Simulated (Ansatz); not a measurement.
Cost and result for the atomization energy of C3H7Ga (`C/C=[CH]\[GaH2]`) (11 atoms, 10 bonds).

```json
{"atom": "C1", "x (Å)": "-0.205", "y (Å)": "0.431", "z (Å)": "1.473"}
{"atom": "C2", "x (Å)": "0.875", "y (Å)": "0.424", "z (Å)": "0.448"}
{"atom": "C3", "x (Å)": "0.793", "y (Å)": "-0.024", "z (Å)": "-0.810"}
{"atom": "Ga4", "x (Å)": "-0.770", "y (Å)": "-0.803", "z (Å)": "-1.673"}
{"atom": "H5", "x (Å)": "-1.138", "y (Å)": "0.013", "z (Å)": "1.095"}
{"atom": "H6", "x (Å)": "0.102", "y (Å)": "-0.141", "z (Å)": "2.355"}
{"atom": "H7", "x (Å)": "-0.396", "y (Å)": "1.452", "z (Å)": "1.820"}
{"atom": "H8", "x (Å)": "1.825", "y (Å)": "0.838", "z (Å)": "0.793"}
{"atom": "H9", "x (Å)": "1.700", "y (Å)": "0.059", "z (Å)": "-1.407"}
{"atom": "H10", "x (Å)": "-2.141", "y (Å)": "-0.979", "z (Å)": "-0.926"}
{"atom": "H11", "x (Å)": "-0.646", "y (Å)": "-1.269", "z (Å)": "-3.169"}
```

The species carries charge 0 and has multiplicity 1. Correlated methods include outer-core shells of Ga, which these sets cover unevenly. Scalar relativity is left out up to krypton. All single points use the PBE0-D4/def2-TZVP geometry. Program: Ansatz. All runs use 4 threads of an Intel Xeon 6975P-C on a shared host. Times are those of one run each, without the atoms' runs, and a repeat can differ threefold. Electronic energies, without spin–orbit coupling; frozen cores. CCSD(T)/CBS adds CCSD(T) − MP2 in def2-TZVPP to the MP2 limit, and its time is that of the two runs behind it. T1 = 0.012. With those shells the extrapolation isn't a true limit. B3LYP takes the VWN-RPA correlation (the form of Gaussian; ORCA's B3LYP/G).

CCSD(T)/CBS is a level of theory with its own doubt, some kJ/mol a heavy atom from the limit and from the frozen cores, so smaller differences don't rank the functionals.

```
                            level  functions  wall time
           LDA (SPW92)/def2-TZVPP        239      0.7 s
  PBE-D4/def2-TZVPP (with forces)        239      1.4 s
               PBE0-D4/def2-TZVPP        239      1.7 s
              BHLYP-D4/def2-TZVPP        239      1.8 s
          CAM-B3LYP-D4/def2-TZVPP        239      2.3 s
            r2SCANh-D4/def2-TZVPP        239      2.7 s
B3LYP-D4/def2-TZVPP (with forces)        239      2.7 s
              PBE-QIDH/def2-TZVPP        239      2.9 s
                 CCSD(T)/def2-SVP        109      3.5 s
               ωB97X-V/def2-TZVPP        239      3.8 s
                   MP2/def2-QZVPP        470       14 s
               CCSD(T)/def2-TZVPP        239       38 s
                CCSD(T)/CBS(def2)          –       52 s
```

Task: What atomization energy does each give, and how far from CCSD(T)/CBS? (Estimate.)

Result: Ansatz gave: 
```json
{"level": "LDA (SPW92)/def2-TZVPP", "atomization (kcal/mol)": "1069.9", "difference from CCSD(T)/CBS": "123.7", "per bond": "12.4"}
{"level": "PBE-D4/def2-TZVPP (with forces)", "atomization (kcal/mol)": "959.1", "difference from CCSD(T)/CBS": "12.9", "per bond": "1.3"}
{"level": "PBE0-D4/def2-TZVPP", "atomization (kcal/mol)": "948.8", "difference from CCSD(T)/CBS": "2.6", "per bond": "0.3"}
{"level": "BHLYP-D4/def2-TZVPP", "atomization (kcal/mol)": "924.6", "difference from CCSD(T)/CBS": "-21.6", "per bond": "-2.2"}
{"level": "CAM-B3LYP-D4/def2-TZVPP", "atomization (kcal/mol)": "948.5", "difference from CCSD(T)/CBS": "2.3", "per bond": "0.2"}
{"level": "r2SCANh-D4/def2-TZVPP", "atomization (kcal/mol)": "944.6", "difference from CCSD(T)/CBS": "-1.6", "per bond": "-0.2"}
{"level": "B3LYP-D4/def2-TZVPP (with forces)", "atomization (kcal/mol)": "944.3", "difference from CCSD(T)/CBS": "-1.9", "per bond": "-0.2"}
{"level": "PBE-QIDH/def2-TZVPP", "atomization (kcal/mol)": "944.6", "difference from CCSD(T)/CBS": "-1.6", "per bond": "-0.2"}
{"level": "CCSD(T)/def2-SVP", "atomization (kcal/mol)": "908.4", "difference from CCSD(T)/CBS": "-37.8", "per bond": "-3.8"}
{"level": "ωB97X-V/def2-TZVPP", "atomization (kcal/mol)": "946.6", "difference from CCSD(T)/CBS": "0.4", "per bond": "0.0"}
{"level": "MP2/def2-QZVPP", "atomization (kcal/mol)": "946.4", "difference from CCSD(T)/CBS": "0.2", "per bond": "0.0"}
{"level": "CCSD(T)/def2-TZVPP", "atomization (kcal/mol)": "928.3", "difference from CCSD(T)/CBS": "-17.9", "per bond": "-1.8"}
{"level": "CCSD(T)/CBS(def2)", "atomization (kcal/mol)": "946.2", "difference from CCSD(T)/CBS": "0.0", "per bond": "0.0"}
```

At CCSD(T), def2-SVP lies −37.8 kcal/mol from the extrapolated value and def2-TZVPP −17.9 kcal/mol: correlation converges slowly with the basis, and small sets miss more of it in the bonded molecule than in its fragments. In def2-TZVPP, CCSD(T) changes the Hartree–Fock value by +217.7 kcal/mol (the triples alone add +12.1 kcal/mol) and MP2 by +225.2 kcal/mol; breaking electron pairs costs correlation energy, which Hartree–Fock lacks. From r2SCAN to r2SCAN0 (25 % exact exchange), in def2-TZVPP and without D4, the atomization energy moves by −9.6 kcal/mol: exact exchange takes away binding that semilocal exchange gives to molecules.
